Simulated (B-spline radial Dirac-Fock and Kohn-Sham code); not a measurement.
# Dipole and non-dipole photoemission parameters of Sb⁺ 2p3/2

System: antimony as Sb⁺, [Kr] 4d10 5s2 5p2; threshold 4139.0 eV (orbital energy of the model). Model: Dirac-Hartree-Slater photoionisation with a Latter tail; cross sections with all multipoles, angular parameters from the dipole term and its interference with E2. Program: an atomic code on a B-spline grid.

For linearly polarised light dσ/dΩ = σ/(4π) [1 + β P₂(cos θ) + (δ + γ cos²θ) sin θ cos φ], with θ from the polarisation vector and φ the angle between the beam and the projection of the electron momentum on the plane normal to the polarisation.

```
hν (eV)  σ (kb)      β       γ      δ
   4170     118  0.661  -0.203  0.008
   4860       ?      ?       ?      ?
   5330    63.3  1.444   0.010  0.030
 5414.7    60.6  1.453   0.045  0.032
   6060    44.3  1.489   0.287  0.040
   9880    10.7  1.440   1.201  0.075
  10300    9.44  1.428   1.271  0.079
  10400    9.17  1.426   1.287  0.080
  11700    6.41  1.387   1.476  0.093
  12000    5.93  1.378   1.515  0.095
  12800    4.86  1.355   1.613  0.103
  13500    4.12  1.334   1.693  0.110
  15000    2.96  1.290   1.846  0.125
```

Problem. Give the values at 4860 eV.

Solution. σ = 81.5 kb, β = 1.367, γ = -0.199, δ = 0.019.

Values without a named source are computed, but for edge energies of neutral atoms, which are taken from tables.
